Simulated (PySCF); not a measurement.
**Electron correlation in Ni²⁵⁺ (nickel, charge +25)**

[He] 2s1, 2S determinant. All numbers are calculated (PySCF 2.14, no relativity, point nucleus, in an even-tempered Gaussian basis (17 s from 6.5 bohr⁻², ratio 2.2; 8 p from 10 bohr⁻², ratio 2.4; 6 d from 30 bohr⁻², ratio 2.4; 5 f from 45 bohr⁻², ratio 2.4; 4 g from 68 bohr⁻², ratio 2.4)). Frozen: nothing; 3 electrons correlated; the 8 highest virtual orbitals of each spin left out.

MP2 pair energies summed by pair of shells (mhartree):

```tsv
pair	energy	share (%)
1s-1s	-42.97	83.9
1s-2s	-8.27	16.1
```

Total MP2 correlation energy: -51.23 mhartree.

Same-spin part -1.95 and opposite-spin part -49.28 mhartree; SCS-MP2 scales them by 1/3 and 6/5 to -59.79 mhartree.
